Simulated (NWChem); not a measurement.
# SiH3TeOI; SMILES [SiH3]O[Te]I

```xyz
7

Te     0.9643     0.6789    -0.0423
I     -0.2829    -1.7228     0.0084
O     -0.4634     1.8414     0.7023
Si    -1.7810     2.3973    -0.1843
H     -1.3260     3.1449    -1.3964
H     -2.5347     3.3042     0.7256
H     -2.6496     1.2604    -0.6128
```
Atoms are numbered in this order, from 1.

Computed with NWChem. The geometry was optimised at PBE0/def2-SVP (def2 core potentials past Kr).

For level TPSS/3-21G, non-relativistic:

```yaml
highest occupied level (eV): -5.21
orbital gap (eV): 1.87
dipole (D): 1.53
```

Task: Estimate the same quantities for level TPSS/STO-3G, non-relativistic.

Result: The highest occupied level (eV) is -2.64 and the orbital gap (eV) is 2.68. The dipole (D) is 2.09.
